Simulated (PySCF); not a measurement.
Computed with PBE-D3(BJ)/def2-TZVP // B3LYP-D3(BJ)/def2-TZVP in PySCF. All species are isolated molecules in the gas phase. Excitations are Tamm–Dancoff values on a coarser integration grid. The basis has no diffuse functions, so Rydberg states are missing or too high.

Reference species (SMILES): `[Ga]([Br])([Br])[Br]` (neutral, multiplicity 1).

| Quantity | Value |
|---|---|
| HOMO | -7.41 eV |
| T1 excitation (TDA) | 4.03 eV |

Changed species: `[SiH3][Ga]([SiH3])[Br]` (2 of 3 Br replaced by SiH3; the reference has 0 of 3 Br replaced by SiH3).

### Question
Give the shifts of the HOMO and T1 excitation (TDA).

### Answer
the HOMO goes up by 1.19 eV, to -6.22 eV; the T1 excitation (TDA) falls by 1.18 eV, to 2.85 eV.
